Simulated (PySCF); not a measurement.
Species: C₇H₉OP.
Geometry (PBE0-D3(BJ)/def2-SVP, Å), atoms numbered from 1 in this order:
```
atom  x, y, z in Å
C1    -2.4839   -1.7484   -0.7916
C2    -1.5949   -1.3188    0.1046
P3    -0.7493    0.2453   -0.2104
O4    -1.1431    0.8892   -1.5025
C5     0.9607   -0.1781   -0.0474
C6     2.1447   -0.4504    0.0179
C7     3.5556   -0.7733    0.0928
C8    -1.0584    1.2790    1.2371
C9    -1.6147    2.4774    1.0546
H10   -3.0321   -2.6859   -0.6579
H11   -2.6799   -1.1539   -1.6907
H12   -1.3600   -1.8800    1.0161
H13    4.0456   -0.5969   -0.8773
H14    4.0623   -0.1530    0.8481
H15    3.7042   -1.8306    0.3617
H16   -0.7859    0.9022    2.2295
H17   -1.8342    3.1477    1.8911
H18   -1.8619    2.8120    0.0412
```

All values: PBE0/pcSseg-1 and PBE0/def2-SVPD (PySCF, non-relativistic), on one gas-phase PBE0-D3(BJ)/def2-SVP geometry that isn't relaxed in the solvent. The solvent is an IEF-PCM continuum (van der Waals radii × 1.2). Only the electrostatic response of the medium enters.

Gas phase at PBE0/pcSseg-1: HOMO -7.69 eV, LUMO -0.93 eV, dipole 4.25 D.

Problem. What does the continuum do to the energy, the frontier levels and the dipole at PBE0/pcSseg-1 in chloroform and acetone?

Solution. 
| solvent | ε | E(solvent) − E(gas) (kJ/mol) | polarisation term (kJ/mol) | distortion of the solute (kJ/mol) | HOMO (eV) | LUMO (eV) | dipole (D) |
| --- | --- | --- | --- | --- | --- | --- | --- |
| chloroform | 4.711 | -30.86 | -35.26 | 4.40 | -7.87 | -0.97 | 5.28 |
| acetone | 20.49 | -41.39 | -49.61 | 8.22 | -7.91 | -1.00 | 5.69 |

The polarisation term is half the interaction of the solute with the surface charges that it induces; the rest is the cost of distorting the solute's density. The sum is the electrostatic part of solvation alone. From chloroform to acetone the lowering changes by a factor 1.34, Onsager's factor (ε − 1)/(2ε + 1) by 1.30 and ε itself by 4.3.

Problem. Which radius a makes the point-dipole formula ΔE = −[(ε − 1)/(2ε + 1)]·μ²/a³ give the value in acetone, with the gas-phase dipole?

Solution. μ = 1.671 au and |ΔE| = 0.01576 Eh give a = 2.30 Å; the farthest nucleus lies 4.31 Å from the centroid of the nuclei, so such a sphere wouldn't even hold the nuclei. The formula assumes a rigid point dipole at the centre of a sphere.

Problem. Give the dipole vector in the frame of the coordinates (D, pointing from negative to positive charge), gas and acetone.

Solution. Gas (1.89, -1.84, 3.33), solvent (2.54, -2.47, 4.45). Its length changes by +34 % and its direction by less than 1°.

Problem. Which Hirshfeld charges (PBE0/pcSseg-1) respond most in acetone (means over atoms taken as equivalent)?

Solution. 
```json
{"atoms": "O4", "environment": "phosphoryl oxygen", "gas (e)": "-0.386", "solvent (e)": "-0.432", "change": "-0.046"}
{"atoms": "C5", "environment": "alkyne carbon", "gas (e)": "-0.136", "solvent (e)": "-0.156", "change": "-0.020"}
{"atoms": "H12/H16", "environment": "vinylic hydrogen", "gas (e)": "+0.050", "solvent (e)": "+0.063", "change": "+0.013"}
{"atoms": "H10/H17", "environment": "vinylic hydrogen", "gas (e)": "+0.057", "solvent (e)": "+0.068", "change": "+0.011"}
{"atoms": "H13/H14/H15", "environment": "methyl hydrogen", "gas (e)": "+0.067", "solvent (e)": "+0.077", "change": "+0.010"}
{"atoms": "P3", "environment": "phosphoryl phosphorus", "gas (e)": "+0.422", "solvent (e)": "+0.414", "change": "-0.008"}
{"atoms": "C6", "environment": "alkyne carbon", "gas (e)": "-0.007", "solvent (e)": "-0.001", "change": "+0.006"}
{"atoms": "H11/H18", "environment": "vinylic hydrogen", "gas (e)": "+0.054", "solvent (e)": "+0.049", "change": "-0.005"}
{"atoms": "C7", "environment": "propargylic carbon", "gas (e)": "-0.087", "solvent (e)": "-0.083", "change": "+0.004"}
{"atoms": "C1/C9", "environment": "terminal =CH2 carbon", "gas (e)": "-0.063", "solvent (e)": "-0.064", "change": "-0.001"}
{"atoms": "C2/C8", "environment": "alkene CH carbon", "gas (e)": "-0.102", "solvent (e)": "-0.101", "change": "+0.001"}
```

Problem. Which Mayer bond orders change most in acetone?

Solution. 
```json
{"bond": "P3–O4", "length (Å)": "1.496", "gas": "1.867", "solvent": "1.804", "change": "-0.063"}
{"bond": "C5–C6", "length (Å)": "1.217", "gas": "2.724", "solvent": "2.696", "change": "-0.028"}
{"bond": "C2–P3", "length (Å)": "1.806", "gas": "0.931", "solvent": "0.953", "change": "+0.022"}
{"bond": "P3–C8", "length (Å)": "1.805", "gas": "0.931", "solvent": "0.952", "change": "+0.021"}
{"bond": "C1–C2", "length (Å)": "1.334", "gas": "1.962", "solvent": "1.946", "change": "-0.016"}
{"bond": "C6–C7", "length (Å)": "1.449", "gas": "1.209", "solvent": "1.225", "change": "+0.016"}
{"bond": "C8–C9", "length (Å)": "1.334", "gas": "1.962", "solvent": "1.946", "change": "-0.016"}
{"bond": "C7–H13", "length (Å)": "1.101", "gas": "0.919", "solvent": "0.910", "change": "-0.009"}
```

Gas phase at PBE0/def2-SVPD: HOMO -7.73 eV, LUMO -0.99 eV, dipole 4.40 D.

Problem. What does the continuum do to the energy, the frontier levels and the dipole at PBE0/def2-SVPD in acetone?

Solution. 
```csv
solvent,ε,E(solvent) − E(gas) (kJ/mol),polarisation term (kJ/mol),distortion of the solute (kJ/mol),HOMO (eV),LUMO (eV),dipole (D)
acetone,20.49,-42.46,-52.33,9.87,-7.92,-1.04,6.06
```

The atom shares or the degeneracy of the HOMO differ from the gas phase in acetone, so that column needn't follow one orbital.

Problem. How does the static polarisability (PBE0/def2-SVPD, frozen core, with the continuum's full static response) change?

Solution. 
```
 medium  isotropic (au)  principal values (au)  ⟨r²⟩ of the electrons (bohr²)
    gas           113.5     85.6, 113.4, 141.6                         1709.5
acetone           151.1    118.0, 149.8, 185.4                         1705.5
```

The isotropic value in acetone is 1.33 times the gas-phase one; no cavity-field correction is applied. ⟨r²⟩ is taken about the centre of nuclear charge.
